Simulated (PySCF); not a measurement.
**Selenium: a sound run and one with changed settings**

Sound run: Se²⁺ [Ar] 3d10 4s2 4p2, Se³⁺ [Ar] 3d10 4s2 4p1. Computed with PySCF 2.14 in x2c-TZVPall (6s5p4d1f, 48 functions), with the spin-free X2C one-electron Hamiltonian (Gaussian nucleus). The sound run starts from symmetry-adapted Hartree-Fock orbitals and uses a fine grid where one is needed.

Changed run: initial guess 1e, at most 2 SCF cycles. This setting is unsound on purpose.

| species | method | sound run (hartree) | changed run (hartree) | converged |
| --- | --- | --- | --- | --- |
| Se²⁺ | UHF | -2426.98624 | -2421.51844 | no |
| Se²⁺ | LDA | -2425.06877 | -2411.51699 | no |
| Se²⁺ | M06-L | -2428.59075 | -2415.26000 | no |
| Se³⁺ | UHF | -2425.84731 | -2423.46994 | no |
| Se³⁺ | LDA | -2423.90178 | -2413.71216 | no |
| Se³⁺ | M06-L | -2427.43993 | -2417.03049 | no |

The SCF was stopped early; the energies are upper bounds that still move, and correlated levels were skipped or rest on poor orbitals.
